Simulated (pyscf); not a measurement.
PySCF, gas phase, ωB97X-D3(BJ)/def2-SVP geometries. Correlated levels are frozen-core, on RHF or UHF. ΔMP2 is the change of the MP2 total energy from the triple- to the quadruple-zeta basis.

Estimate by transition-state theory (the high-pressure limit) the rate constant of •H₂C–CH(F)–Cl (SMILES [CH2]C(F)Cl) → F–CH₂–CH•–Cl (SMILES FC[CH]Cl) (doublet surface; C–F broken, C–F formed) at 600 K, with CCSD(T)/def2-TZVPP + ΔMP2(QZVPP) energies (ideal gas, 1 atm, RRHO with modes under 100 cm⁻¹ raised to 100, one conformer, R ln 2 for chiral ones without a mode under 150 cm⁻¹; no tunnelling).

The electronic barrier is 35.0 kcal/mol and the thermal terms add -0.3, so ΔG‡ = 34.7 kcal/mol. With k_BT/h = 1.25e+13 s⁻¹ and RT = 1.192 kcal/mol, k = 2.9e+00 s⁻¹; so small a molecule is far into fall-off at 1 atm, where the true rate is lower. Wigner's tunnelling factor for 320i cm⁻¹ would be 1.02. A shift of 1 kcal/mol in the barrier changes k by a factor 2.3. •H₂C–CH(F)–Cl lies 6.0 kcal/mol over its isomer H₃C–C•(F)–Cl (electronic energy, ωB97M-D3(BJ)). F–CH₂–CH•–Cl lies 5.0 kcal/mol over its isomer H₃C–C•(F)–Cl (electronic energy, ωB97M-D3(BJ)). One saddle was located; it need not be the lowest between these sides. The CCSD(T) − MP2 part came from Ansatz, without density fitting, on the same reference.
